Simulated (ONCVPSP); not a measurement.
# Which change was made? (V, ONCV)

```json
{
  "Element": "vanadium (V)",
  "Generator": "ONCVPSP 4.0.1",
  "Type": "optimised norm-conserving Vanderbilt (ONCV)",
  "Functional": "LDA (Perdew-Wang 92)",
  "Relativity": "scalar-relativistic",
  "Frozen core": "[Ne] 3s2",
  "Valence charge": "11",
  "Reference configuration": "3p6 3d3 4s2",
  "Partial waves": "4s: rc 2.70 bohr, ncon 3, nbas 6, qcut 2.4 1/bohr, 2 projectors, debl 0.9 Ha; 3p: rc 1.40 bohr, ncon 3, nbas 7, qcut 8.7 1/bohr, 2 projectors, debl 2.7 Ha; 3d: rc 1.75 bohr, ncon 3, nbas 8, qcut 8.9 1/bohr, 2 projectors, debl 3.6 Ha",
  "Local potential": "polynomial inside 1.35 bohr (lpopt 3, dvloc0 0 Ha)",
  "Core correction": "Teter function, fcfact 5.5, rcfact 1.6"
}
```

Cutoffs, loose and tight: the cutoffs (Ha) at which the residual kinetic energy of the hardest occupied pseudo-wave falls to 1 and 0.1 mHa per electron. They do not see the model core or the augmentation charge, which bear on the density cutoff. Test errors are all-electron minus pseudo excitation energies from the reference, over the configurations 3p6 3d3 4s1; 3p6 3d3 4s0; 3p6 3d2 4s0; 3p5 3d3 4s2; variants that change the core or the reference have their own tests.

The base gives: outcome: generated; cutoff, loose: 29 Ha; cutoff, tight: 33 Ha; bound ghosts: none; GHOST(+) flags above zero: s; largest test error (meV): -125.

(1) After one change the result is: outcome: generated; cutoff, loose: 40 Ha; cutoff, tight: 164 Ha; bound ghosts: s; GHOST(+) flags above zero: none; largest test error (meV): -140. Which change was it?
A. d: rc 2.06
B. d: rc 1.24; local potential polynomial inside 1.24 bohr (lpopt 3, dvloc0 0 Ha)
C. d: rc 1.6
D. d: rc 2.34

Answers

(1) B. The others give: d: rc 2.34 → outcome: generated; cutoff, loose: 24 Ha; cutoff, tight: 28 Ha; bound ghosts: none; GHOST(+) flags above zero: s; largest test error (meV): -219 | d: rc 1.6 → outcome: generated; cutoff, loose: 31 Ha; cutoff, tight: 35 Ha; bound ghosts: none; GHOST(+) flags above zero: s; largest test error (meV): +106 | d: rc 2.06 → outcome: generated; cutoff, loose: 26 Ha; cutoff, tight: 30 Ha; bound ghosts: none; GHOST(+) flags above zero: s; largest test error (meV): -171.
